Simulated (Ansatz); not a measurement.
Basis-set extrapolation for ClH$_{6}$NO$_{3}$Si$_{2}$, SMILES `O[SiH](O)N[SiH](O)Cl` (PBE0-D4/def2-TZVP geometry, frozen core, the Gaussian-basis code of Ansatz). Multiplicity 1, RHF reference.

```tsv
	def2-TZVPP	def2-QZVPP
HF	-1320.365502	-1320.411244
MP2 correlation	-1.353403	-1.467599
CCSD(T) correlation	-1.447757	not run
```

Energies in hartree. Use E(X) = E(∞) + A·exp(−7.88·√X) for Hartree–Fock and E(X) = E(∞) + B·X^(−2.97) for correlation, with X = 3 and 4, and add CCSD(T) minus MP2 of the smaller set to the MP2 limit.

**Question.** What is the CCSD(T) energy at the basis-set limit?

**Answer.** HF limit: -1320.411244 + (-0.045742) × 0.13774 = -1320.41754. MP2 limit: -1.467599 + (-0.114196) × 0.74074 = -1.55219. Higher-order term: -1.447757 − (-1.353403) = -0.09435. Total: -1322.06408 hartree, 6.83 eV below CCSD(T)/def2-TZVPP.
